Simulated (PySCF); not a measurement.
Compound: 1-chloro-2,4-difluorobenzene, C6H3ClF2.
SMILES: `Fc1ccc(Cl)c(F)c1`

Computed, not measured: TDDFT PBE0/def2-SVPD, vertical, gas phase, core orbitals frozen in the response in PySCF 2.14.0, density-fitted response routines. Geometry: GFN2-xTB; no solvent, vibrations or thermal averaging.

Orbital energies (eV): HOMO-3 -9.91, HOMO-2 -9.37, HOMO-1 -8.13, HOMO -7.39, LUMO -1.09, LUMO+1 -0.72, LUMO+2 0.21.

Computed singlets:

```tsv
state	E (eV)	f
S1	5.19	0.027
S2	5.98	0.075
S3	6.20	0.0001
S4	6.83	0.434
S5	6.95	0.472
S6	7.02	0.0010
```

Q: Which orbital pair leads each of S1, S2, S3 and S5, and how does its energy difference Δε compare with the excitation energy?

A: 

| state | leading configuration | weight | Δε (eV) | E (eV) | E − Δε (eV) | f | other configurations |
| --- | --- | --- | --- | --- | --- | --- | --- |
| S1 | HOMO→LUMO | 0.75 | 6.30 | 5.19 | -1.11 | 0.027 | H-1→L+1 (20%) |
| S2 | HOMO→LUMO+1 | 0.65 | 6.68 | 5.98 | -0.70 | 0.075 | H-1→L (28%) |
| S3 | HOMO→LUMO+2 | 0.97 | 7.61 | 6.20 | -1.40 | 0.0001 | – |
| S5 | HOMO-1→LUMO+1 | 0.67 | 7.41 | 6.95 | -0.46 | 0.472 | H→L (15%) |

E − Δε runs from -1.40 to -0.46 eV. By orbital difference alone the order would be S1, S2, S5, S3.

H and L stand for HOMO and LUMO. The other states: S4 6.83 eV, f 0.434, H-1→L (60%), H→L+1 (28%); S6 7.02 eV, f 0.0010, H→L+3 (62%), H-1→L+2 (27%).

Triplets, Tamm–Dancoff:

| state | E (eV) | λ (nm) | main configurations (H = HOMO, L = LUMO) |
| --- | --- | --- | --- |
| T1 | 4.01 | 309.1 | H→L+1 (49%), H-1→L (28%), H→L (16%) |
| T2 | 4.38 | 283.4 | H→L (79%), H→L+1 (10%) |

Summed over the main configurations (up to three a state, each over 8%) of all 6 singlets, the electron leaves HOMO with weight 3.42 and HOMO-1 with weight 2.01.
